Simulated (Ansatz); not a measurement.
`O=CC(O)[SiH2]O`, relaxed with RKS PBE-D4/def2-SVP in Ansatz from a rough embedded geometry. The force threshold is 0.03 eV/Å; the program also tests the step.

Total charge 0; spin multiplicity 1.

Start:

```xyz
12

O    -0.041   -0.730   -2.603
C     0.373    0.017   -1.664
C    -0.409    0.329   -0.364
O    -1.562   -0.504   -0.386
Si    0.719    0.090    1.139
O    -0.127    0.263    2.579
H     1.351    0.525   -1.806
H    -0.655    1.328   -0.424
H    -1.756   -0.852   -1.287
H     1.290   -1.295    1.129
H     1.791    1.054    1.082
H    -0.974   -0.224    2.604
```

```csv
step,energy (eV),largest force (eV/Å),largest move (Å)
1,-16168.5451,3.600,0.000
2,-16169.0004,1.267,0.134
3,-16169.0444,0.939,0.168
4,-16169.1007,0.357,0.067
5,-16169.1242,0.233,0.098
6,-16169.1354,0.198,0.080
7,-16169.1423,0.239,0.067
8,-16169.1434,0.576,0.050
9,-16169.1487,0.283,0.068
10,-16169.1501,0.103,0.037
11,-16169.1503,0.110,0.023
12 (rejected),-16169.1493,0.265,0.032
13,-16169.1518,0.021,0.015
```

End:

```xyz
12

O    -0.122   -0.961   -2.290
C     0.296    0.024   -1.691
C    -0.333    0.451   -0.411
O    -1.508   -0.301   -0.153
Si    0.777    0.039    1.132
O    -0.306    0.090    2.408
H     1.180    0.617   -2.060
H    -0.531    1.549   -0.422
H    -1.504   -0.973   -0.883
H     1.360   -1.327    0.888
H     1.861    1.042    1.391
H    -1.170   -0.249    2.092
```

It took 7 s on 4 threads of an AMD EPYC 9R45 on a shared host, with 0.18 GiB of host memory at the peak.
